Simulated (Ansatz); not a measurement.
A nudged elastic band was laid between two geometries of CH₁₁BOSi₃ (17 atoms, charge 0, multiplicity 1).

The calculation used Ansatz 0.2.0, RKS r2SCAN-D4/6-31G*.

```yaml
movable_images: 7
climbing_image: yes
spring: 5.0 eV/Å²
optimiser: quadratic models (default)
start_path: IDPP
force_threshold: 0.05 eV/Å
iteration_limit: 41
end_points: relaxed
```

First end point:

```xyz
17
Properties=species:S:1:pos:R:3
B -1.788 -0.822 1.671
O -1.389 -0.083 0.611
Si -0.241 -0.385 -0.593
Si 0.793 -2.475 -0.331
C 0.995 1.023 -0.550
Si 0.185 2.712 -0.299
H -2.632 -0.363 2.391
H -1.299 -1.909 1.874
H -0.980 -0.329 -1.886
H -0.167 -3.614 -0.377
H 1.558 -2.540 0.948
H 1.765 -2.639 -1.453
H 1.740 0.863 0.242
H 1.541 1.028 -1.506
H -0.975 2.868 -1.221
H 1.162 3.802 -0.586
H -0.286 2.863 1.103
```

Last end point:

```xyz
17
Properties=species:S:1:pos:R:3
B -2.186 -0.141 1.398
O -0.913 -0.548 1.173
Si -0.062 -0.643 -0.282
Si 1.138 -2.651 -0.259
C 1.062 0.854 -0.395
Si 0.137 2.499 -0.377
H -2.569 -0.108 2.537
H -2.896 0.167 0.472
H -1.035 -0.616 -1.417
H 0.235 -3.830 -0.137
H 2.107 -2.672 0.875
H 1.910 -2.779 -1.531
H 1.783 0.832 0.434
H 1.644 0.787 -1.327
H -0.785 2.572 -1.546
H 1.083 3.648 -0.444
H -0.671 2.630 0.867
```

Question: Which bonds break or form, and what moves?

Answer: No bond is made or broken. The dihedral B1–O2–Si3–Si4 goes from 1 to -138°.

Question: What energy profile does the band end with?

Answer: It converged. The highest image is number 4 of 0 to 8, 0.036 eV above the first end and 0.006 eV above the last; the last end lies 0.030 eV above the first. The top lies less than 8 meV above the higher end, about what the thresholds resolve: that end is a shoulder or a very shallow well. A vibrational analysis at the climbing image gives no mode beyond 40i cm⁻¹: the surface is too flat there to confirm a saddle point.

```csv
image,path coordinate (Å),energy (eV),dihedral B1–O2–Si3–Si4 (°)
0,0.00,0.000,1
1,0.54,0.007,-18
2,1.07,0.024,-37
3,1.61,0.035,-55
4,2.14,0.036,-71
5,2.74,0.034,-88
6,3.34,0.031,-106
7,3.93,0.031,-122
8,4.53,0.030,-138
```

Question: What is the geometry of the highest image?

Answer: 
```xyz
17
Properties=species:S:1:pos:R:3:forces:R:3
B -2.099 -0.881 1.456 -0.01 -0.01 0.00
O -1.009 -0.194 1.033 0.00 0.00 0.01
Si -0.090 -0.434 -0.368 0.00 -0.01 -0.01
Si 1.146 -2.414 -0.168 0.00 0.00 0.01
C 1.010 1.069 -0.543 0.00 0.00 0.00
Si 0.081 2.706 -0.384 0.00 0.00 0.01
H -2.606 -0.539 2.490 0.00 0.00 0.00
H -2.532 -1.802 0.806 0.00 0.00 0.00
H -1.013 -0.507 -1.540 0.00 0.00 0.00
H 0.269 -3.608 0.000 0.00 0.00 0.00
H 2.055 -2.328 1.013 0.00 0.00 0.00
H 1.987 -2.611 -1.385 0.00 0.00 0.00
H 1.813 1.039 0.208 0.00 0.00 0.00
H 1.495 1.030 -1.530 0.00 0.00 0.00
H -1.109 2.701 -1.282 0.00 0.00 0.00
H 0.960 3.845 -0.780 0.00 0.00 0.00
H -0.374 2.926 1.014 0.00 0.00 0.00
```

The band took 14 iterations and of the order of 24 core-minutes.

The run took 12 min on 2 threads of Arm Neoverse V1 (shared host), peak memory 0.22 GiB.
